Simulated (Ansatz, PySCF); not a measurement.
System: CF3, net charge -1, singlet state. 
Structure (B3LYP-D3(BJ)/def2-TZVP (Ansatz, a first-principles code) minimum search):
```xyz
4

C     -0.0075    -0.0010     0.5549
F      1.0580    -0.7018    -0.1103
F      0.0815     1.2661    -0.1199
F     -1.1344    -0.5636    -0.1398
```
Charge -1, spin multiplicity 1.

Total electronic energies in hartree. Cores are frozen in the correlated levels unless marked. Spin-orbit coupling is left out. Non-relativistic. CBS marks a two-point X^-3 extrapolation of the correlation energy; Hartree-Fock from the larger set. The bracket is a focal-point correction in the basis named.

| level | program | energy (Eh) |
|---|---|---|
| HF/cc-pVDZ | Ansatz | -336.14238 |
| HF/aug-cc-pVQZ | Ansatz | -336.29800 |
| RI-HF/cc-pVTZ | Ansatz | -336.26088 |
| TPSSh-D3(BJ)/def2-TZVPD | PySCF + dftd3 | [?] |
| CAM-B3LYP-D4/def2-TZVPD | Ansatz + dftd4 | [?] |
| LC-wPBE-D4/def2-TZVPD | Ansatz + dftd4 | -337.59306 |
| B2PLYP-D3(BJ)/def2-TZVPD | Ansatz + dftd3 | -337.59287 |
| MP2/cc-pVDZ | Ansatz | -336.83006 |
| MP2/cc-pVTZ | Ansatz | -337.18172 |
| SCS-MP2/6-31G* | Ansatz | -336.73340 |
| SCS-MP2/cc-pVTZ | Ansatz | -337.15577 |
| CCSD(T)/6-31G* | Ansatz | -336.78480 |
| CCSD(T)/cc-pVDZ | Ansatz | -336.85708 |
| CCSD(T)/aug-cc-pVTZ | Ansatz | -337.26307 |
| RI-MP2/CBS(aug-cc-pVTZ,aug-cc-pVQZ)+[CCSD(T)-MP2]/aug-cc-pVTZ | Ansatz | -337.4072 |

### Question
Complete the blanks.

### Answer

- TPSSh-D3(BJ)/def2-TZVPD, energy (Eh): -337.76903
- CAM-B3LYP-D4/def2-TZVPD, energy (Eh): -337.70094
